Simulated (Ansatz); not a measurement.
Start from `[SiH3][CH2][SbH2]` and change one atom or group to get `S[CH2][SbH2]`.

Ansatz, PBE0-D4/def2-TZVP geometries, multiplicity 1. Each molecule was computed in one conformer, which needn't be the lowest.

Elements past krypton have def2 core potentials.

```json
{"property": "HOMO energy (PBE/def2-TZVPP) / eV", "`[SiH3][CH2][SbH2]`": "-6.09"}
{"property": "HOMO–LUMO gap (B3LYP/def2-TZVPP) / eV", "`[SiH3][CH2][SbH2]`": "6.16"}
{"property": "HOMO–LUMO gap (PBE0/def2-TZVPP) / eV", "`[SiH3][CH2][SbH2]`": "6.55"}
{"property": "HOMO–LUMO gap (PBE/def2-TZVPP) / eV", "`[SiH3][CH2][SbH2]`": "4.81"}
{"property": "LUMO energy (B3LYP/def2-TZVPP) / eV", "`[SiH3][CH2][SbH2]`": "-0.75"}
{"property": "HOMO–LUMO gap (ωB97M-V/def2-TZVPP) / eV", "`[SiH3][CH2][SbH2]`": "10.19"}
```

(1) Give the same properties after the change, and the shifts. (An estimate is asked.)

Results:

(1) The calculation gave: 
```
                               property  `S[CH2][SbH2]`  shift
      HOMO energy (PBE/def2-TZVPP) / eV           -5.66   0.43
  HOMO–LUMO gap (B3LYP/def2-TZVPP) / eV            5.79  -0.37
   HOMO–LUMO gap (PBE0/def2-TZVPP) / eV            6.27  -0.28
    HOMO–LUMO gap (PBE/def2-TZVPP) / eV            4.23  -0.58
    LUMO energy (B3LYP/def2-TZVPP) / eV           -0.89  -0.14
HOMO–LUMO gap (ωB97M-V/def2-TZVPP) / eV           10.17  -0.02
```

With PBE0 the HOMO rises by 0.16 eV and the LUMO falls by 0.12 eV, so the gap narrows by about 0.28 eV. PBE moves the HOMO by 0.43 eV and ωB97M-V by -0.03 eV. The zero-point energy changes by -40.0 kJ/mol with -6 modes.

B3LYP here is the variant with VWN-RPA as its local correlation; programs differ in this.

Spin–orbit coupling is left out; it splits and shifts lone-pair levels of the heavy atoms by tenths of an eV.
